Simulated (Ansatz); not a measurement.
C3H7O2, SMILES [CH2]C(O)CO, multiplicity 2.

The structure is a stationary point at B3LYP-D3(BJ)/def2-SVP. The isomer is the one that the SMILES or the coordinates give; other isomers of the formula were not compared. The values are those of a single conformer.

Two levels are set side by side: PBE/def2-SVPD (Ansatz, an electronic-structure program) and CAM-B3LYP/def2-SVPD (Ansatz). Energy differences of separate SCF runs at the same geometry; the states with an electron removed or added have multiplicity 1 and 1. Differences are taken from unrounded values.

| quantity | CAM-B3LYP |
|---|---|
| vertical ionisation energy (eV) | 8.86 |

Question: What does PBE give, and how far is it from CAM-B3LYP? (An estimate is asked for; the answer gives what the named calculation found.)

Answer: 
```
quantity                          PBE  PBE minus CAM-B3LYP
-------------------------------  ----  -------------------
vertical ionisation energy (eV)  8.53                -0.32
```
